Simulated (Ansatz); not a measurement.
CH$_{5}$BrFGaOSi (`FC([SiH3])[O][GaH][Br]`). Charge 0, multiplicity 1. The geometry is a stationary point of PBE0-D4/def2-TZVP. It is one conformer, not always the lowest.

```xyz
11

F     0.395    0.905   -1.013
C    -0.330   -0.376   -0.676
Si   -1.715    0.104    0.562
O     0.628   -1.169   -0.170
Ga    2.134   -0.090   -0.175
Br    2.510    0.943    1.827
H    -0.683   -0.696   -1.666
H    -1.075    0.690    1.762
H    -2.439   -1.147    0.898
H    -2.643    1.068   -0.082
H     3.218   -0.232   -1.268
```

(1) What is the dipole moment at B3LYP/def2-TZVPP? (An estimate is asked.)

(2) And with PBE, r2SCAN, ωB97M-V? (Estimate.)

(3) Give the Mulliken charges with B3LYP, ωB97M-V, PBE in def2-TZVPP. (Best estimate.)

Answers

(1) The calculation gave: 2.05 D, with components (-1.22, -0.53, -1.56) D in this frame, pointing from negative to positive charge.

(2) Ansatz gave: PBE 1.93 D, r2SCAN 2.03 D, ωB97M-V 2.12 D.

(3) Ansatz gave: 
```tsv
atom	B3LYP	ωB97M-V	PBE
F1	-0.27	-0.25	-0.21
C2	0.18	0.11	0.15
Si3	0.28	0.20	0.21
O4	-0.42	-0.42	-0.35
Ga5	0.54	0.50	0.46
Br6	-0.27	-0.26	-0.25
H7	0.12	0.14	0.11
H8	-0.04	0.00	-0.03
H9	-0.05	-0.01	-0.04
H10	-0.06	-0.02	-0.05
H11	-0.02	0.01	-0.01
```

B3LYP here is the variant with VWN-RPA as its local correlation; programs differ in this.
